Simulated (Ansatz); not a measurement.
Ga₅As₄H₁₆⁻, a cluster cut from zinc blende GaAs (hydrogen-capped). The state is a triplet with charge -1. Geometry PBE-D4/def2-SVP, that of the charge -1 singlet; atoms count from 1.

```
atom    x (Å)    y (Å)    z (Å)
 Ga1   1.2509   1.9567  -2.0336
 Ga2   0.6643  -2.1575  -2.1045
 Ga3   2.2890  -0.3497   1.3794
 Ga4  -1.0585   2.2201   1.8660
 Ga5  -1.6452  -1.8950   1.7970
 As6   1.8961  -0.2510  -1.0965
 As7  -0.8330   2.3432  -0.6514
 As8  -1.4504  -1.9967  -0.7238
 As9  -0.0581  -0.0281   2.2037
 H10   0.7904   1.8530  -3.5521
 H11   2.2547   3.0982  -1.5674
 H12   0.2554  -1.8766  -3.6156
 H13   1.3094  -3.5483  -1.6850
 H14   3.1537   0.9149   1.8047
 H15   2.7622  -1.8193   1.7582
 H16  -0.1002   3.3666   2.4084
 H17  -2.6141   2.2404   2.1957
 H18  -1.0480  -3.2805   2.2984
 H19  -3.1462  -1.4906   2.1321
 H20   3.2962  -0.4403  -1.6903
 H21  -1.4462   3.6719  -1.1045
 H22  -1.9370   1.4677  -1.2463
 H23  -2.4037  -3.0909  -1.2150
 H24  -2.2685  -0.8336  -1.2863
 H25   0.0868  -0.0747   3.7286
```

Single mean-field runs in def2-TZVP are fitted with def2-universal-jkfit. The highest occupied level of the charge -1 triplet lies above zero (up to 0.68 eV). By energy differences its removal costs 0.50 eV (vertical, to the charge 0 doublet, at PBE0-D4/def2-TZVP); self-interaction error and the lack of diffuse functions both raise the level. At PBE0-D4/def2-TZVP a singlet of charge -1 lies 4.83 eV below the triplet at the same geometry.

Question: Estimate the Mulliken populations from the PBE0/def2-TZVP orbitals of Ansatz.

Answer: 
```json
{"atom": "Ga1", "charge (e)": "0.22", "spin (α − β)": "-0.02"}
{"atom": "Ga2", "charge (e)": "0.22", "spin (α − β)": "-0.02"}
{"atom": "Ga3", "charge (e)": "0.26", "spin (α − β)": "0.12"}
{"atom": "Ga4", "charge (e)": "0.22", "spin (α − β)": "-0.02"}
{"atom": "Ga5", "charge (e)": "0.22", "spin (α − β)": "-0.02"}
{"atom": "As6", "charge (e)": "-0.29", "spin (α − β)": "0.46"}
{"atom": "As7", "charge (e)": "-0.26", "spin (α − β)": "0.13"}
{"atom": "As8", "charge (e)": "-0.26", "spin (α − β)": "0.13"}
{"atom": "As9", "charge (e)": "-0.29", "spin (α − β)": "0.44"}
{"atom": "H10", "charge (e)": "-0.09", "spin (α − β)": "0.05"}
{"atom": "H11", "charge (e)": "-0.11", "spin (α − β)": "0.00"}
{"atom": "H12", "charge (e)": "-0.09", "spin (α − β)": "0.05"}
{"atom": "H13", "charge (e)": "-0.11", "spin (α − β)": "0.00"}
{"atom": "H14", "charge (e)": "-0.09", "spin (α − β)": "-0.01"}
{"atom": "H15", "charge (e)": "-0.09", "spin (α − β)": "-0.01"}
{"atom": "H16", "charge (e)": "-0.11", "spin (α − β)": "0.00"}
{"atom": "H17", "charge (e)": "-0.09", "spin (α − β)": "0.05"}
{"atom": "H18", "charge (e)": "-0.11", "spin (α − β)": "0.00"}
{"atom": "H19", "charge (e)": "-0.09", "spin (α − β)": "0.05"}
{"atom": "H20", "charge (e)": "-0.04", "spin (α − β)": "0.20"}
{"atom": "H21", "charge (e)": "-0.02", "spin (α − β)": "0.11"}
{"atom": "H22", "charge (e)": "0.06", "spin (α − β)": "0.00"}
{"atom": "H23", "charge (e)": "-0.02", "spin (α − β)": "0.11"}
{"atom": "H24", "charge (e)": "0.06", "spin (α − β)": "0.00"}
{"atom": "H25", "charge (e)": "-0.04", "spin (α − β)": "0.19"}
```
Mulliken values and Mayer orders depend strongly on the basis.

Question: Where does the spin sit?

Answer: Summed by element: Ga 0.03, As 1.16, H 0.81, of 2 unpaired in all. Largest on single atoms: As6 0.46, As9 0.44, H20 0.20.

Question: And the Mayer bond orders between bonded heavy atoms (over 0.3)?

Answer: Ga1–As6 0.74 (2.48 Å); Ga1–As7 0.69 (2.53 Å); Ga2–As6 0.74 (2.48 Å); Ga2–As8 0.69 (2.53 Å); Ga3–As6 0.60 (2.51 Å); Ga3–As9 0.61 (2.51 Å); Ga4–As7 0.69 (2.53 Å); Ga4–As9 0.74 (2.48 Å); Ga5–As8 0.69 (2.53 Å); Ga5–As9 0.74 (2.48 Å).
